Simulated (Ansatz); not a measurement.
Species: ethenyl(methoxymethyl)silane, C$_{4}$H$_{10}$OSi, charge 0, multiplicity 1. 
Geometry from a B3LYP-D3(BJ)/def2-TZVP (Ansatz, a quantum-chemistry and plane-wave program) optimisation:
SMILES: O(C)C[SiH2]C=C
```xyz
16

C      2.8066    -1.1150    -0.2429
C      1.5920    -0.7561    -0.6547
Si     0.7990     0.8755    -0.2422
C     -0.8167     0.6104     0.7076
O     -1.6772    -0.1745    -0.1059
C     -2.9192    -0.4498     0.5060
H      3.2422    -2.0775    -0.4914
H      3.4229    -0.4585     0.3628
H      1.0247    -1.4610    -1.2580
H      1.7244     1.6629     0.6116
H      0.4964     1.6415    -1.4755
H     -0.6164     0.1029     1.6630
H     -1.2851     1.5758     0.9524
H     -3.5008    -1.0518    -0.1911
H     -3.4666     0.4753     0.7275
H     -2.7859    -1.0084     1.4413
```
Charge 0, spin multiplicity 1.

Basis-set convergence of Hartree-Fock and CCSD correlation energies (hartree) with Ansatz. Correlated levels leave the core frozen unless marked. No spin-orbit coupling. No relativistic terms.

```csv
basis,functions,E(HF),"E(corr, CCSD)"
cc-pV(D+d)Z,143,-521.06542,-0.91156
cc-pV(T+d)Z,329,-521.14882,-1.09566
cc-pV(Q+d)Z,639,-521.16838,-1.15379
```

Extrapolating the two largest sets (X = 3 and 4) as X^-3: E(corr) = (64·(-1.15379) - 27·(-1.09566))/37 = -1.1962 Eh, an estimate of the basis-set limit. The largest set recovers 96.5 % of it, the smallest 76.2 %.
